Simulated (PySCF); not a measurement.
# Excitation energy of Ru by level of theory

Ru [Kr] 4d7 5s1 (5F) → Ru [Kr] 4d6 5s1 5p1 (high-spin determinant), as a difference of total energies. Calculation: PySCF 2.14, in x2c-QZVPPall (13s8p7d4f2g, 118 functions); the spin-free X2C one-electron Hamiltonian (Gaussian nucleus). Correlated levels: valence: [Kr] frozen; valence and next inner shell: [Ar] 3d10 frozen. The calculations carry no spin-orbit coupling.

| method | excitation energy (eV) |
| --- | --- |
| UHF | 1.671 |
| LDA | 3.752 |
| PBE | 3.636 |
| PBE0 | 3.343 |
| r2SCAN | 3.316 |
| PBEsol | 3.607 |
| M06-L | 3.951 |
| LC-wPBE | 3.069 |
| MP2 (valence) | 3.075 |
| SCS-MP2 (valence) | 3.418 |
| MP2 (valence and next inner shell) | 3.068 |
| SCS-MP2 (valence and next inner shell) | 3.220 |

Problem. How much does correlation contribute at MP2 (valence and next inner shell)?

Solution. 3.068 − (1.671) = 1.397 eV, measured against UHF.

A first-order spin-orbit estimate (lowest level to lowest level, LS coupling) adds 0.107 eV.

The basis was made for the ground configuration and has no added diffuse functions, so the excitation energy can come out too high.

The determinant of the upper state mixes LS terms, which raises its energy above the lowest term, most at the Hartree-Fock and MP2 levels.
